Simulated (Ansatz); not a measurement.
Ansatz results at the PBE0-D4/def2-TZVP geometry: HOMO–LUMO gap (B3LYP/def2-TZVPP) 6.07 eV; LUMO energy (PBE/def2-TZVPP) -0.89 eV; LUMO energy (ωB97M-V/def2-TZVPP) 1.71 eV.

Each molecule was computed in one conformer, which needn't be the lowest.

Task: Which molecule gave them?
A. `N=C[SiH2]N`
B. `C=C(F)B(S)Cl`
C. `N=C[SiH2][SeH]`
D. `SC[SiH]1CN1`

Result: D. The others give `N=C[SiH2][SeH]`: 5.38, -2.31, 0.85; `C=C(F)B(S)Cl`: 5.32, -2.91, -0.02; `N=C[SiH2]N`: 5.90, -1.84, 1.51.

B3LYP here is the variant with VWN-RPA as its local correlation; programs differ in this.
